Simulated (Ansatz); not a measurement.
Total energies of `FC(F)(F)c1cnc(-c2cnc(-c3cnc(-c4cnc(C(F)(F)F)s4)s3)s2)s1` from Ansatz at PBE-D4/def2-TZVP, gas phase (1 Eh = 27.2114 eV = 2625.5 kJ/mol). The reference geometry is relaxed at r2SCAN-D4/def2-SVP.

```
                state   geometry  energy (Eh)
     charge 0 singlet  reference  -2945.30793
     charge 1 doublet  reference  -2945.03278
    charge -1 doublet  reference  -2945.38872
free F atom (doublet)          –    -99.66912
free C atom (triplet)          –    -37.79597
free N atom (quartet)          –    -54.53214
free S atom (triplet)          –   -397.93833
free H atom (doublet)          –     -0.49962
```

Single mean-field runs in def2-TZVP are fitted with def2-universal-jkfit.

**Question.** Work out the vertical ionisation energy to the doublet.

**Answer.** E(charge 1 doublet) − E(charge 0 singlet) = -2945.03278 − (-2945.30793) = 0.27515 Eh = 7.49 eV. For comparison, −ε of the highest occupied level is 5.75 eV at this level, 1.74 eV less.

**Question.** Work out the vertical electron affinity, to the doublet.

**Answer.** E(charge 0 singlet) − E(charge -1 doublet) = -2945.30793 − (-2945.38872) = 0.08079 Eh = 2.20 eV. The basis lacks diffuse functions, which makes affinities too small.

**Question.** Give the fundamental gap IE − EA, the Mulliken electronegativity (IE + EA)/2 and the hardness (IE − EA)/2.

**Answer.** From the values in Eh: IE − EA = 0.27515 − 0.08079 = 0.19436 Eh = 5.29 eV; (IE + EA)/2 = 4.84 eV; (IE − EA)/2 = 2.64 eV. The HOMO–LUMO gap of the same run is 1.93 eV, 3.36 eV smaller than the fundamental gap.

**Question.** What is the binding energy per atom against free atoms?

**Answer.** Atoms: 6 × (-99.66912) + 14 × (-37.79597) + 4 × (-54.53214) + 4 × (-397.93833) + 4 × (-0.49962) = -2939.03866 Eh. Binding: -2939.03866 − (-2945.30793) = 6.26927 Eh = 170.60 eV, or 5.33 eV for each of 32 atoms (no zero-point energy, no counterpoise term).
